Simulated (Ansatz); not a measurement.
```yaml
crystal:
  periodic: [false, false, false]
  atoms:
    - {symbol: C, position_ang: [0.616210, 0.856988, 1.130275]}
    - {symbol: C, position_ang: [0.418581, -0.182119, 0.314771]}
    - {symbol: Al, position_ang: [-1.073008, -1.268302, -0.078856]}
    - {symbol: C, position_ang: [0.164999, -0.186567, -1.152641]}
    - {symbol: F, position_ang: [0.056198, 1.016045, -1.817832]}
    - {symbol: H, position_ang: [0.585443, 0.739739, 2.208465]}
    - {symbol: H, position_ang: [0.827535, 1.856123, 0.752398]}
    - {symbol: H, position_ang: [-2.382299, -2.051617, 0.314940]}
    - {symbol: H, position_ang: [0.874941, -0.826391, -1.688719]}
basis:
  gaussian: {orbitals: x2c-TZVPPall}
hamiltonian: {xc: {name: r2SCANh}}
accuracy: high
scf: {lower_state_search: full}
```

```sh
$ ansatz run in.yaml --threads 2 --pin off --events-out ev --progress --plain --max-ram 4352MiB
```

Shortened log:

```
Functional definition: r2SCANh
3823 factors; integrals over basis functions are off by at most 1.6e-8 eV
mean field evaluation 1: about -12490.1730 eV, gradient 6.4e1 eV
mean field evaluation 2: about -12490.2691 eV, gradient 6.4e1 eV
mean field evaluation 4: about -12499.7624 eV, gradient 1.6e1 eV
mean field evaluation 8: about -12500.8702 eV, gradient 1.4e0 eV
mean field evaluation 16: about -12500.8821 eV, gradient 8.0e-4 eV
mean field -12500.88208743 eV, -459.3989433108 hartree, gradient 2.4e-8 eV, S^2 0.000000; 0 other end points of the search recorded, 0 dependent functions left out
reference -12500.88208831 eV, -459.3989433433 hartree; 22, 22 occupied and 200, 200 virtual orbitals, 3823 factors
Total energy: -12500.88208831 eV, -459.3989433433 hartree
Relativity: scalar
```

Hardware: 2 threads of an AMD EPYC 7B13 on a shared host. Wall time 22 s, peak host memory 1.4 GiB.
